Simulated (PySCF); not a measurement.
**LaF at r²SCAN**

Computed with r²SCAN; basis La x2c-TZVPall, F x2c-TZVPall; spin-free X2C with a Gaussian nucleus; PySCF 2.14.

* state: triplet, about 0.1 electrons in the 4f shell (Mulliken)
* bond length: 2.061 Å
* harmonic wavenumber: 547 cm⁻¹
* force constant: 2.95 mdyn/Å
* rotational constant Be: 0.2376 cm⁻¹
* anharmonicity ωexe: 2.08 cm⁻¹
* vibration–rotation constant αe: 0.00119 cm⁻¹
* well depth De to La (5d1 6s2) + F: 6.73 eV
* dissociation energy D0: 6.69 eV
* bond order (Mayer): 0.86
* dipole moment (positive dipole means La(−)F(+)): -3.10 D

These are scalar-relativistic numbers at best; spin–orbit coupling would shift them, the dissociation energy most. With d or f electrons several states lie close, and the lowest PBE0 determinant need not be the measured ground state.
